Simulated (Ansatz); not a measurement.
CH$_{6}$OSSi$_{2}$ (`O=C([SiH3])[SiH2]S`), relaxed with RKS PBE0-D4/def2-TZVP in Ansatz 0.2.0 from a PBE-D4/def2-SVP geometry. The force threshold is 0.005 eV/Å; the program also tests the step.

Charge 0, multiplicity 1.

Start:

```xyz
11

O    -0.049    1.710   -0.412
C     0.019    0.559    0.011
Si    0.269    0.283    1.931
Si   -0.155   -0.941   -1.256
S    -0.491    0.055   -3.116
H     0.516   -1.174    2.217
H    -0.994    0.732    2.613
H     1.430    1.119    2.390
H     1.109   -1.759   -1.188
H    -1.288   -1.818   -0.788
H    -0.366    1.234   -2.401
```

| step | energy (eV) | largest force (eV/Å) | largest move (Å) |
| --- | --- | --- | --- |
| 1 | -29760.4929 | 0.977 | 0.000 |
| 2 | -29760.5381 | 0.235 | 0.030 |
| 3 | -29760.5427 | 0.080 | 0.035 |
| 4 | -29760.5437 | 0.069 | 0.023 |
| 5 | -29760.5443 | 0.026 | 0.010 |
| 6 | -29760.5444 | 0.021 | 0.008 |
| 7 | -29760.5445 | 0.025 | 0.006 |
| 8 (rejected) | -29760.5445 | 0.029 | 0.004 |
| 9 | -29760.5445 | 0.013 | 0.002 |
| 10 | -29760.5446 | 0.002 | 0.010 |
| 11 | -29760.5446 | 0.006 | 0.007 |
| 12 | -29760.5446 | 0.005 | 0.002 |
| 13 | -29760.5446 | 0.003 | 0.004 |

End:

```xyz
11

O    -0.038    1.712   -0.378
C     0.019    0.570    0.028
Si    0.269    0.272    1.929
Si   -0.157   -0.905   -1.225
S    -0.480    0.007   -3.107
H     0.527   -1.170    2.176
H    -0.983    0.685    2.611
H     1.413    1.096    2.387
H     1.087   -1.716   -1.153
H    -1.284   -1.764   -0.772
H    -0.374    1.213   -2.497
```

Hardware: 4 threads of an Intel Xeon Platinum 8488C on a shared host. Wall time 37 s, peak host memory 0.65 GiB.
